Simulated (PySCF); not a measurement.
Computed properties of HgCl₂, SMILES [Cl][Hg][Cl]

HgCl₂, SMILES [Cl][Hg][Cl]. Coordinates come from a B3LYP-D3(BJ)/def2-TZVP optimisation. The isomer is the one that the SMILES or the coordinates give; other isomers of the formula were not compared. The def2 effective core potentials stand for the cores of Hg; spin–orbit coupling is left out. The values are those of a single conformer. All values are computed for the isolated molecule unless a solvent is named; none is compared with measurement here.

**Structure.** The optimised structure has D∞h symmetry. All 4 harmonic modes at B3LYP-D3(BJ)/def2-TZVP (PySCF) are real, so it is a minimum. With heavy atoms numbered as in [Hg:1]([Cl:2])[Cl:3], the shortest bond between them is Hg1–Cl2 at 2.285 Å and the longest Hg1–Cl3 at 2.285 Å.

**Vibrations.** The strongest infrared lines (harmonic, unscaled, degenerate partners summed) lie at 392 cm⁻¹ (54 km/mol, Cl 74 %, Hg 26 %), 96 cm⁻¹ (8 km/mol, Cl 74 %, Hg 26 %). The softest mode is at 96 cm⁻¹ and the zero-point energy is 1.3 kcal/mol.

**Electronic structure.** M06-2X/def2-TZVPD (PySCF) places the frontier levels at -10.28 and -1.61 eV, a gap of 8.67 eV, and gives a dipole moment of 0.00 D and a mean polarisability of 60.9 bohr³. PBE/def2-TZVPD (PySCF) at the same geometry gives -7.60 and -3.50 eV, so its gap is 4.57 eV narrower. An orbital gap is neither the optical nor the fundamental gap.

**Excitations.** TDDFT-ωB97X/def2-SVPD (PySCF) has S1 at 5.38 eV (231 nm, f = 0.000, dark); the most intense of the 10 singlets computed lies at 7.26 eV (f = 0.21). Strengths of degenerate partners are summed. T1 (TDA) is at 4.95 eV. TDDFT-PBE/def2-SVPD (PySCF) puts S1 at 4.27 eV. No vertical singlet excitation falls in the visible range (under 3.1 eV).
